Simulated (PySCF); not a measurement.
Geometry:
```
atom   x (Å)   y (Å)   z (Å)
  C1   1.699  -1.094  -0.234
 Si2   0.451   0.126   0.519
 Si3  -1.740   0.024  -0.224
  N4  -2.293  -1.517   0.323
  C5   1.141   1.850  -0.086
  F6   1.087   1.984  -1.432
  F7   0.443   2.895   0.414
  F8   2.428   2.068   0.254
  H9   1.473  -2.115   0.059
 H10   2.717  -0.873   0.080
 H11   1.675  -1.055  -1.321
 H12   0.712   0.234   1.967
 H13  -1.886  -0.056  -1.680
 H14  -2.543   1.172   0.237
 H15  -3.169  -1.867  -0.028
 H16  -2.202  -1.766   1.295
```

- GFN2-xTB structure
- shieldings: GIAO PBE0/pcSseg-1
- run in PySCF
- one averaged value for each set of equivalent atoms, no relativistic terms, isolated molecule, a single conformation

Scale: 13C (σref 186.93), 1H (σref 31.72), 29Si (σref 349.16) vs TMS; NH3 for 15N (σref 267.73); 19F (σref 170.95) against CFCl3 (reference shieldings calculated alike).

| atoms | nucleus | count | Hirshfeld charge | δ (ppm) |
| --- | --- | --- | --- | --- |
| H14 | 1H | 1 | -0.09 | 5.30 |
| H13 | 1H | 1 | -0.07 | 5.09 |
| H9/H10/H11 | 1H | 3 | 0.05 | 0.59 |
| N4 | 15N | 1 | -0.32 | -3.2 |
| C1 | 13C | 1 | -0.21 | -7.7 |
| H15/H16 | 1H | 2 | 0.12 | ? |
| Si3 | 29Si | 1 | 0.29 | ? |
| H12 | 1H | 1 | -0.07 | 4.41 |
| C5 | 13C | 1 | 0.16 | 142.4 |
| Si2 | 29Si | 1 | 0.26 | -44.4 |
| F6/F7/F8 | 19F | 3 | -0.11 | ? |

Question: Fill in the missing shifts.

Answer: 
- H15/H16: -0.20 ppm, hydrogen on a nitrogen bonded to Si; exchangeable, gas-phase position
- Si3: -50.3 ppm, silicon bonded to N, Si, 2 H
- F6/F7/F8: -70.2 ppm, fluorine of a CF3 group

OH and NH positions are those of a molecule without intermolecular hydrogen bonds; in solution they move with solvent, concentration and temperature, and exchange usually removes their couplings. Shifts are as computed. Against solution values, carbons near 30 ppm lie about +3 ppm off and those near 130 ppm about +5 ppm. Of 1309 compounds with measured shifts, 239 miss one by over three times the rms of a fit or turn the order of signals round; such compounds aren't used in these exercises. Unscaled 19F shifts against computed CFCl3 carry errors that often reach 10 to 50 ppm. Experimental scales use liquid or dissolved standards, which lie at an offset from isolated NH3 (liquid NH3: subtract about 20 ppm).
